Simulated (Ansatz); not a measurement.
Problem. Name a neutral molecule of C, F, Se, Si and H with HOMO energy (PBE0/def2-TZVPP) between -7.45 and -7.15 eV and LUMO energy (ωB97M-V/def2-TZVPP) between 1.80 and 2.10 eV (Ansatz, PBE0-D4/def2-TZVP geometry).

Solution. `C[SiH](F)[SeH]` (-7.31 eV, 1.86 eV). Other molecules can fit too; these were computed, each in one conformer that needn't be the lowest.
